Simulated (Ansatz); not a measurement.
```xyz
11

N     0.6924   -0.3228    1.6734
Si   -0.7261   -0.5373    0.7289
Si   -0.0292   -0.2622   -1.4853
Se    1.2440    1.6502   -1.5531
H     0.6862   -0.4816    2.6678
H     1.3308    0.4155    1.4190
H    -1.8360    0.4392    0.9705
H    -1.2848   -1.8909    0.9958
H    -1.1524   -0.1824   -2.4582
H     0.9177   -1.3180   -1.9288
H     0.1572    2.4901   -1.0300
```

Charge 0, multiplicity 1.

Q: List the ωB97M-V/def2-TZVPP orbital energies in eV (the Gaussian-basis code of Ansatz). (Estimate.)

A: Computed: Occupied: -12368.08, -1807.35, -1807.07, -1588.38, -1423.14, -1423.11, -1423.07, -394.16, -217.83, -160.78, -160.68, -160.51, -148.41, -148.11, -102.56, -102.50, -102.49, -102.23, -102.22, -102.20, -60.69, -60.66, -60.53, -60.45, -60.43, -26.53, -22.46, -18.29, -16.70, -16.31, -13.83, -13.24, -12.45, -12.01, -11.42, -10.49, -9.86, -8.98. Lowest empty: 1.12, 1.72, 1.97, 2.52, 2.87, 3.25, 3.45, 3.87.
